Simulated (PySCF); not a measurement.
An unknown shows these calculated signals:

1H NMR (300 MHz, computed): δ 4.95 (s, 3H), 4.15 (d, 1H), 1.97 (d, 1H).

13C{1H} NMR (computed): δ 169.3 (C), 117.6 (C), 82.6 (CH), 77.1 (C), 31.7 (CH).

Method: σ from GIAO-PBE0/pcSseg-1, geometry: GFN2-xTB, in PySCF 2.14.0 with density-fitted response routines (isolated molecule, one computed conformer, relativity neglected, rapidly exchanging positions averaged).

Chemical shifts δ = σref − σ; 1H (σ = 31.72 ppm) and 13C (σ = 186.93 ppm) vs TMS, all at this level.

**Question.** Which of these does the molecule contain: a CF3 group, a heteroaromatic ring, a nitrile, an OH group, a C≡C triple bond, a Si–H bond?

**Answer.** 
- A CF3 group: no.
- A heteroaromatic ring: no.
- A nitrile: yes (δC 117.6).
- An OH group: no.
- A C≡C triple bond: yes (δC 82.6, 77.1; δH 1.97 (d)).
- A Si–H bond: yes (δH 4.95 (s)).

The data belong to `C#C[C@@H](C#N)C(=O)O[SiH3]`, C5H5NO2Si; they needn't prove each group on their own.

Carbon signals by region: 1 in the far downfield region (above 160 ppm), 1 in the sp2 and nitrile region (100–160 ppm), 2 at 50–100 ppm, 1 below 50 ppm. Above 160 ppm: 169.3, carbonyl carbon.

Shifts are as computed. Against solution values, carbons near 30 ppm lie about +3 ppm off and those near 130 ppm about +5 ppm. Of 1211 compounds with measured shifts, 218 miss one by over three times the rms of a fit or turn the order of signals round; such compounds aren't used in these exercises. No couplings were computed; multiplicities are counted from neighbouring protons, with m where these are inequivalent, close in shift, in a saturated or five-membered ring or joined by F or P, and br s for small geminal =CH2 splittings.
